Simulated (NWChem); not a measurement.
silicon monosulfide (SiS, singlet); SMILES [Si]=S

Computed with NWChem. Low-valent species are run as closed-shell singlets; no triplet was tried in these runs. Each level has its own optimisation; frequencies are unscaled.

**Question.** Order these by “dipole (D)”, lowest first: PBE/aug-pcseg-1; PBE/3-21G; PBE/pcseg-1.

**Answer.** PBE/aug-pcseg-1 (1.59), PBE/pcseg-1 (1.70), PBE/3-21G (2.02)
